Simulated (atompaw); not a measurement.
# An all-electron radial function and its pseudo partner (vanadium)

Columns: radius, all-electron u(r) and pseudo u(r) of the 4s shell (level -4.85 eV) of vanadium in the configuration [Ne] 3s2 3p6 3d3 4s2 4p0; LDA (PW92), scalar-relativistic, PAW (atompaw) scheme, atompaw 4.2.0.5.

```csv
r (bohr),all-electron,pseudo
0.100,0.0314,0.0237
0.200,0.1621,0.0476
0.300,0.0960,0.0717
0.400,-0.0433,0.0961
0.500,-0.1681,0.1209
0.600,-0.2449,0.1461
0.700,-0.2700,0.1718
0.800,-0.2525,0.1981
0.900,-0.2044,0.2249
1.000,-0.1371,0.2522
1.100,-0.0596,0.2798
1.200,0.0216,0.3077
1.300,0.1020,0.3357
1.400,0.1784,0.3638
1.500,0.2491,0.3915
1.600,0.3130,0.4188
1.700,0.3698,0.4453
1.800,0.4192,0.4707
1.900,0.4617,0.4948
2.000,0.4975,0.5173
2.100,0.5271,0.5377
2.200,0.5509,0.5559
2.300,0.5695,0.5713
2.400,0.5833,0.5838
2.500,0.5929,0.5930
2.600,0.5988,0.5988
```

(1) How many radial nodes do the two functions have?

(2) Is the pseudo-wave norm-conserving?

Answers

(1) The all-electron 4s function has n − l − 1 = 3 (the table is too coarse to show those close to the nucleus); the pseudo-wave has 0, since the states of the same l below it are removed with the core.

(2) No, it belongs to a PAW set: the norm inside the radius is not constrained, and the difference is carried by the augmentation charge.
